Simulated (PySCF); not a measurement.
## A series of derivatives of N[SiH2]N

Parent skeleton `[NH2:1][SiH2:2][NH2:3]`; one hydrogen on atom 1 is replaced by X. Hydrogens on one atom are averaged.

PySCF calculation with σ from GIAO-PBE0/pcSseg-1 and coordinates at the GFN2-xTB level; rapidly exchanging positions averaged, relativity neglected, gas phase, single conformer.

δ = σ(ref) − σ, references computed at the same level: ¹⁵N vs NH3; ²⁹Si, ¹H against TMS.

Parent (X = H): N1 23.9, Si2 -38.5, N3 23.9, H(Si2) 4.85 ppm. Effects are Δδ = δ(X) − δ(H), positive for deshielding.

Problem. Give Δδ (ppm) for X = tBu, Ph, CH3, allyl, CH2CF3, iPr.

Solution. 
```csv
X,SMILES,N1,Si2,N3,H(Si2)
tBu,CC(C)(C)N[SiH2]N,+39.7,-2.1,-16.6,+0.48
Ph,N[SiH2]Nc1ccccc1,+54.7,-0.5,-17.9,+0.67
CH3,CN[SiH2]N,-5.7,+7.3,-13.9,+0.23
allyl,C=CCN[SiH2]N,+12.5,+5.0,-13.6,+0.31
CH2CF3,N[SiH2]NCC(F)(F)F,+0.5,+9.0,-10.1,+0.23
iPr,CC(C)N[SiH2]N,+23.5,-3.5,-18.0,+0.58
```

Problem. Which position responds most, and to which substituents?

Solution. N1: from -5.7 ppm with CH3 to +54.7 ppm with Ph.

Experimental scales use liquid or dissolved standards, which lie at an offset from isolated NH3 (liquid NH3: subtract about 20 ppm).
